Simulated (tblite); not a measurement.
Species: C6H5F2O2 (doublet state).
Structure used (GFN2-xTB), in Å, numbered top down from 1:
```xyz
15
C6H5F2O2 angstrom
C      2.8123    0.4913   -1.2473
C      1.8530    0.4043   -0.5388
C      0.6847    0.2962    0.3185
C      0.1064   -1.1280    0.2984
O     -1.1580   -1.1536    0.9594
C     -2.0657   -0.3318    0.3825
F     -2.3471   -0.7803   -0.8991
O     -1.7043    0.9880    0.2975
C     -0.4105    1.2286   -0.1220
F     -0.1466    2.5435   -0.0169
H      3.6554    0.5763   -1.8656
H      0.9881    0.5551    1.3490
H      0.7398   -1.8228    0.8493
H     -0.0071   -1.4748   -0.7353
H     -3.0048   -0.3842    0.9484
```

Computed values, GFN2-xTB/tblite, gas phase, harmonic and unscaled. Against measured fundamentals such values can be off by several per cent, at times by over 20. One conformer, not necessarily the lowest. Open shells enter through the occupations alone, without spin polarisation, and single modes of such species can be off by tens of per cent.

Harmonic wavenumbers (cm⁻¹): 52.9, 85.7, 115.9, 183.5, 248.3, 317.7, 338.9, 384.2, 427.4, 462.1, 497.0, 537.5, 550.8, 661.9, 668.9, 776.8, 827.2, 901.3, 961.5, 997.4, 1018.1, 1070.5, 1098.8, 1108.2, 1160.9, 1196.1, 1200.6, 1222.7, 1253.0, 1269.7, 1309.9, 1318.0, 1454.4, 2295.1, 2799.3, 2935.4, 2964.4, 3010.1, 3398.7.

A = 2124, B = 1096, C = 857.6 MHz; mass 147.026 u (most abundant isotopes); point group C1, symmetry number 1; spin multiplicity 2.

Q: What is the zero-point energy?

A: Half the sum of the wavenumbers: 21540 cm⁻¹ = 61.59 kcal/mol.

Q: Give the ideal-gas entropy at 350 K and 1 bar in the rigid-rotor, harmonic-oscillator model (classical rotation).

A: Translation 41.69, rotation 29.94, vibration 29.47, spin (R ln 2) 1.38: S = 102.5 cal/(mol K).

Q: And Cp and H(350 K) − H(0)?

A: Cp = 40.24 cal/(mol K), of which vibrations give 32.29 (their classical limit is 39 R = 77.5); H(350 K) − H(0) = 8.35 kcal/mol without the zero-point energy, 5.57 from vibrations.

Q: Blend soft modes into free rotors: weight 1/[1 + (100 cm⁻¹/ν̃)⁴] for the oscillator and the rest for a rotor with moment μB/(μ + B), μ = h/(8π²ν), B = 10⁻⁴⁴ kg m². What vibrational entropy results?

A: 27.39 cal/(mol K) in place of 29.47, which changes −T·S at 350 K by +0.73 kcal/mol.

Q: Which modes carry the vibrational entropy at 350 K?

A: 52.9 cm⁻¹: 5.02; 85.7 cm⁻¹: 4.07; 115.9 cm⁻¹: 3.48; 183.5 cm⁻¹: 2.59; 248.3 cm⁻¹: 2.03; 317.7 cm⁻¹: 1.59 cal/(mol K); the other 33 give 10.68 together.

Q: How do the functions run with temperature in this model?

A: 
```csv
T (K),S (cal/(mol K)),Cp (cal/(mol K)),H − H(0) (kcal/mol),G − H(0) (kcal/mol),ln q(vib)
150,77.3,21.5,2.15,-9.45,2.35
250,90.5,31.1,4.78,-17.86,4.55
298.15,96.4,35.7,6.38,-22.36,5.64
400,108.1,44.3,10.47,-32.78,7.97
600,128.6,56.4,20.64,-56.51,12.50
900,153.6,66.8,39.29,-98.99,18.83
```

q(vib) and H(0) count from the zero-point level.

Q: What must be added to the electronic energy to get the Gibbs energy at 350 K and 1 bar?

A: ZPE + [H(350 K) − H(0)] − T·S = 61.59 + 8.35 − 35.87 = 34.07 kcal/mol.

Hindered rotation and anharmonicity are outside this model. Other conformers, if any are populated, would add a mixing term that is left out. The structure is chiral; the term R ln 2 for an equal mix with its mirror image is left out.

The run took 0.31 s on one thread of an AMD EPYC 9B45, on a shared host. The figure is for the frequency step alone.
